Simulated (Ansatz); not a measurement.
A structure relaxed at PBE-D4/def2-SVPD in Ansatz, charge -1, doublet:

```xyz
6

Na   -1.213    1.608    0.243
Na    1.387    0.115   -1.472
Na    0.517   -1.019    1.672
Cl    1.810   -2.158   -0.277
Cl   -0.640    1.523   -2.294
Cl   -1.862   -0.068    2.127
```

Task: Give its formula and point group.

Result: the cluster Na3Cl3⁻. Point group C3v (tolerance 0.1 Å).

Task: Summarise the bond lengths by kind (pairs closer than 1.2 times the sum of covalent radii, bridged metal pairs left out).

Result: 6 × Cl–Na 2.60 Å.

The highest occupied level of the charge -1 doublet lies above zero (up to 0.67 eV). It is a level of α spin, whose loss leaves a singlet; that state wasn't run at this geometry and level. The electron is either unbound and held by the finite basis, or the level is raised by self-interaction error. The relaxation made no stability test and no search for a lower SCF solution. Another isomer (doublet) lies 0.20 eV lower at PBE0-D4/def2-TZVPD; other spin states weren't run for this one.
